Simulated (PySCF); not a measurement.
BrHSZn, SMILES [SH][Zn][Br]. The structure is a stationary point at PBE0-D3(BJ)/def2-SVP. The values are those of a single conformer.

Question: Give the equilibrium geometry at PBE0-D3(BJ)/def2-SVP (PySCF confirms it by a frequency run) as bond lengths and angles, and its point group. (An estimate is asked for; the answer gives what the named calculation found.)

Answer: This is not unique; one that fits is point group Cs.
Atoms: Zn1 Br2 S3 H4. Bond lengths (Å): Zn1–Br2 2.237, Zn1–S3 2.170, S3–H4 1.353. Bond angles (°): Br2–Zn1–S3 179.7, Zn1–S3–H4 92.3.
